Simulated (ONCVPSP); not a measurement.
Transferability test, ONCV potential for lanthanum (La)

ONCVPSP 4.0.1 input, shortened (lines: element, Z, core and valence counts, functional; n l f; lmax; l rc ep ncon nbas qcut; lloc lpopt rc5 dvloc0; l nproj debl; icmod fcfact rcfact), PBEsol, scalar-relativistic:

```
  La 57.00    9    5  -116133      upf
    1    0    2.00
    2    0    2.00
    2    1    6.00
    3    0    2.00
    3    1    6.00
    3    2   10.00
    4    0    2.00
    4    1    6.00
    4    2   10.00
    5    0    2.00
    5    1    6.00
    5    2    1.00
    6    0    1.50
    6    1    0.50
    3
    0    2.50    0.00    4    8    4.30
    1    2.50    0.00    3    7    4.80
    2    4.00    0.00    3    8    2.80
    3    4.25    0.04    4    7    2.70
    4    5    1.60    1.00
    0    2    1.60
    1    2    3.80
    2    2    2.30
    3    1    2.70
    3    2.50    1.65
```

In the f channel the program set the typed energies aside and used -0.182 Ha.

Energies are relative to the spin-unpolarised reference configuration 5s2 5p6 5d1 6s1.5 6p0.5; without spin polarisation the order of configurations can differ from experiment.

Question: Give the all-electron excitation energy and the error of the potential for: 5s2 5p6 5d1 6s2 6p0; 5s2 5p6 5d1 6s1 6p0; 5s2 5p6 5d1 6s0 6p0; 5s2 5p6 5d2 6s0 6p0.

Answer:

| valence configuration | charge | ΔE all-electron (eV) | error AE − PS (meV) |
| --- | --- | --- | --- |
| 5s2 5p6 5d1 6s2 6p0 | 0 | -1.194 | -0.5 |
| 5s2 5p6 5d1 6s1 6p0 | +1 | 4.806 | -1.3 |
| 5s2 5p6 5d1 6s0 6p0 | +2 | 15.654 | -27 |
| 5s2 5p6 5d2 6s0 6p0 | +1 | 4.862 | +53 |

Levels in the configuration 5s2 5p6 5d1 6s1 6p0:

```json
{"level": "5s", "all-electron (eV)": "-44.786", "pseudo (eV)": "-44.828"}
{"level": "5p", "all-electron (eV)": "-28.217", "pseudo (eV)": "-28.245"}
{"level": "5d", "all-electron (eV)": "-8.529", "pseudo (eV)": "-8.535"}
{"level": "6s", "all-electron (eV)": "-8.373", "pseudo (eV)": "-8.377"}
```

Note: no bound ghost flagged but for a GHOST(-) flag that falls on a real empty level of the atom; GHOST(+) flagged for s at 45.6 eV.
